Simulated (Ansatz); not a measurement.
Input file for `[CH3][Sc]([CH3])[CH3]`:

```yaml
crystal:
  periodic: [false, false, false]
  atoms:
    - {symbol: C, position_ang: [-0.750274, 1.920296, -0.635396]}
    - {symbol: Sc, position_ang: [0.240824, 0.008176, -0.269330]}
    - {symbol: C, position_ang: [1.613420, -0.107905, 1.426152]}
    - {symbol: C, position_ang: [-0.827895, -1.811787, -0.832914]}
    - {symbol: H, position_ang: [-0.205994, 2.546922, -1.357154]}
    - {symbol: H, position_ang: [-0.827676, 2.511816, 0.286768]}
    - {symbol: H, position_ang: [-1.766944, 1.795428, -1.029929]}
    - {symbol: H, position_ang: [1.382121, -0.963464, 2.074434]}
    - {symbol: H, position_ang: [1.578268, 0.794466, 2.050096]}
    - {symbol: H, position_ang: [2.660498, -0.232342, 1.113263]}
    - {symbol: H, position_ang: [-0.506359, -2.206000, -1.808000]}
    - {symbol: H, position_ang: [-1.908683, -1.635677, -0.913285]}
    - {symbol: H, position_ang: [-0.681306, -2.619939, -0.104716]}
basis:
  gaussian: {orbitals: def2-SVP}
correlation: {method: ccsd_t}
```

```sh
$ ansatz run in.yaml --threads 4 --pin off --events-out ev --progress --plain --max-ram 10444MiB
```

The program prints (abridged):

```
Functional definition: HF
1260 factors; integrals over basis functions are off by at most 1.1e-3 eV
mean field evaluation 1: about -23896.6360 eV, gradient 4.5e1 eV
mean field evaluation 2: about -23896.6396 eV, gradient 4.5e1 eV
mean field evaluation 4: about -23902.2075 eV, gradient 3.0e0 eV
mean field evaluation 8: about -23902.2645 eV, gradient 4.8e-4 eV
mean field -23902.26453636 eV, -878.3920201745 hartree, gradient 1.5e-6 eV, S^2 0.000000; 0 other end points of the search recorded, 0 dependent functions left out
8 core orbitals not correlated: weight in the atoms' cores, before any rotation towards them, 1.000 or more for the frozen orbitals, at most 0.000 for the correlated occupied ones
reference -23902.26453636 eV, -878.3920201745 hartree; 16, 16 occupied and 94, 94 virtual orbitals, 1260 factors
second order -17.96359388 eV of doubles, -0.00000000 eV of singles
cycle   1  -19.23501276 eV  change    -1.3e0 eV  update   8.8e-2
cycle   2  -19.66220866 eV  change   -4.3e-1 eV  update   2.7e-2
cycle   3  -19.76289108 eV  change   -1.0e-1 eV  update   1.4e-2
cycle   4  -19.76683074 eV  change   -3.9e-3 eV  update   4.2e-3
cycle   5  -19.76471374 eV  change    2.1e-3 eV  update   1.9e-3
cycle   6  -19.76452183 eV  change    1.9e-4 eV  update   7.9e-4
cycle   7  -19.76446347 eV  change    5.8e-5 eV  update   2.9e-4
cycle   8  -19.76451233 eV  change   -4.9e-5 eV  update   1.2e-4
cycle   9  -19.76451026 eV  change    2.1e-6 eV  update   4.8e-5
cycle  10  -19.76448892 eV  change    2.1e-5 eV  update   2.1e-5
perturbative correction -0.55166887 eV, -0.0202734569 hartree
Total energy: -23922.58069415 eV, -879.1386252023 hartree
```

It took 7.5 s on 4 threads of an Intel Xeon Platinum 8259CL on a shared host, with 0.7 GiB of host memory at the peak.

Correlation energy per correlated electron: -0.635 eV. T1 diagnostic: 0.0096.
